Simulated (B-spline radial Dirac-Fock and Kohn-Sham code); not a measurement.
# X-ray form factors of chlorine in several charge states

Method: configuration-average Dirac-Fock orbitals. Computed with a B-spline atomic structure program.

Configurations: Cl⁻ [Ne] 3s2 3p6; Cl [Ne] 3s2 3p5; Cl⁺ [Ne] 3s2 3p4. The first column is f₀ of Cl⁻, the others are differences from it.

| s (Å⁻¹) | Cl⁻ | Δ Cl | Δ Cl⁺ |
| --- | --- | --- | --- |
| 0 | 18.000 | -1.000 | -2.000 |
| 0.05 | 17.330 | -0.820 | -1.701 |
| 0.1 | 15.685 | -0.453 | -1.051 |
| 0.15 | 13.747 | -0.152 | -0.455 |
| 0.2 | 11.987 | +0.002 | -0.093 |
| 0.25 | 10.580 | +0.052 | +0.064 |
| 0.3 | 9.524 | +0.052 | +0.099 |
| 0.35 | 8.746 | +0.036 | +0.083 |
| 0.4 | 8.162 | +0.019 | +0.053 |
| 0.45 | 7.699 | +0.007 | +0.026 |
| 0.5 | 7.305 | 0.000 | +0.007 |
| 0.6 | 6.600 | -0.005 | -0.010 |
| 0.7 | 5.920 | -0.005 | -0.012 |
| 0.8 | 5.248 | -0.003 | -0.009 |
| 0.9 | 4.608 | -0.002 | -0.006 |
| 1 | 4.023 | -0.001 | -0.004 |
| 1.1 | 3.509 | 0.000 | -0.003 |
| 1.2 | 3.070 | 0.000 | -0.002 |
| 1.4 | 2.405 | 0.000 | -0.002 |
| 1.6 | 1.967 | 0.000 | -0.002 |
